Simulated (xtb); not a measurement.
H2PbS2, SMILES [SH][Pb][SH] (connectivity only; charge and spin as stated), neutral, multiplicity 1. All values are semi-empirical tight-binding results from xtb (GFN2-xTB unless named), good for trends rather than for accurate numbers. Geometry: GFN2-xTB. One conformer was computed; it need not be the lowest.

Optimised geometry:

Bonds (Å): Pb1–S2 2.516, Pb1–S4 2.531, S2–H3 1.320, S4–H5 1.325. Bond angles (°): S2–Pb1–S4 96.4, Pb1–S2–H3 99.4, Pb1–S4–H5 97.2.

For metal compounds this method's bond lengths and energies can be far off.

Problem. Estimate the properties. (The exact figures need the calculation; the answer reports its results.)

Solution. 
| Item | Result |
|---|---|
| point group as xtb finds it | Cs |
| orbital gap | 2.47 eV |
| zero-point energy | 10.6 kcal/mol |
| G − E(el) at 298.15 K (modified RRHO) | -9.5 kcal/mol |

Computed atomic charges and the Wiberg bond orders between heavy atoms:
charges (e) Pb1 0.56, S2 -0.45, H3 0.19, S4 -0.46, H5 0.16. Bond orders Pb1–S2 1.09, Pb1–S4 1.05.
